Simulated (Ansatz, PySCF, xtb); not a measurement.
Reaction (SMILES): CCCO[SiH2]Cl [chloro(propoxy)silane] + 5 [H][H] (H2) → 3 C (CH4) + Cl (HCl) + O (H2O) + [SiH4] (SiH4)
Structures are relaxed separately at B3LYP-D3(BJ)/def2-TZVP in Ansatz (an electronic-structure program), one conformer each, not searched for the lowest.

Quantity: energy of full hydrogenation (enthalpy at 298 K, with B3LYP-D3(BJ) rigid-rotor harmonic-oscillator terms from PySCF), in kcal/mol. Valence correlation only, unless marked. Spin-orbit coupling is left out. Non-relativistic. Basis-set limits of correlation are two-point, X^-3; Hartree-Fock from the larger set.

```tsv
level	program	energy of full hydrogenation (kcal/mol)
GFN2-xTB	xtb	-14.1
SVWN5/def2-TZVPD	Ansatz	-6.4
BLYP-D3(BJ)/def2-TZVPD	Ansatz + dftd3	-6.7
LC-wPBE-D3(BJ)/def2-TZVPD	Ansatz + dftd3	-9.3
B2PLYP-D3(BJ)/def2-TZVPD	Ansatz + dftd3	-6.2
PBE-QIDH/def2-TZVPD	Ansatz	-8.0
MP2/aug-cc-pV(D+d)Z	Ansatz	-14.4
RI-MP2/aug-cc-pV(Q+d)Z	Ansatz	-3.5
CCSD/CBS(cc-pV(T+d)Z,cc-pV(Q+d)Z)	Ansatz	-10.5
CCSD(T)/CBS(cc-pV(T+d)Z,cc-pV(Q+d)Z)	Ansatz	-6.8
```
